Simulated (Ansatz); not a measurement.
System: C2H8BN2, charge -1, multiplicity 1. It need not be the lowest isomer of its formula. Whether it binds its extra electron was not tested at this geometry. 
Coordinates optimised at B3LYP-D3(BJ)/def2-TZVP (Ansatz, a first-principles code):
```xyz
13

C     -1.6327    -1.1025    -0.0940
C     -0.7082    -0.2729     0.8113
B      0.5027     0.4750     0.0132
N      0.7108     1.8282    -0.1041
N      1.4131    -0.4945    -0.6761
H     -2.1040    -0.4623    -0.8464
H     -1.0626    -1.8586    -0.6404
H     -2.4361    -1.6168     0.4527
H     -1.3068     0.4710     1.3510
H     -0.2940    -0.9414     1.5846
H     -0.0235     2.3664     0.3544
H      1.6156    -1.3563    -0.1863
H      2.2761    -0.0606    -0.9784
```
Charge -1, spin multiplicity 1.

Basis-set convergence of Hartree-Fock and MP2 correlation energies (hartree) with Ansatz. Correlated levels leave the core frozen unless marked. Spin-orbit coupling is left out. Non-relativistic.

| basis | functions | E(HF) | E(corr, MP2) |
|---|---|---|---|
| aug-cc-pVDZ | 187 | -214.04546 | -0.77435 |
| aug-cc-pVTZ | 414 | -214.09570 | -0.92451 |
| aug-cc-pVQZ | 768 | -214.10855 | -0.97445 |

Extrapolating the two largest sets (X = 3 and 4) as X^-3: E(corr) = (64·(-0.97445) - 27·(-0.92451))/37 = -1.0109 Eh, an estimate of the basis-set limit. The largest set recovers 96.4 % of it, the smallest 76.6 %.
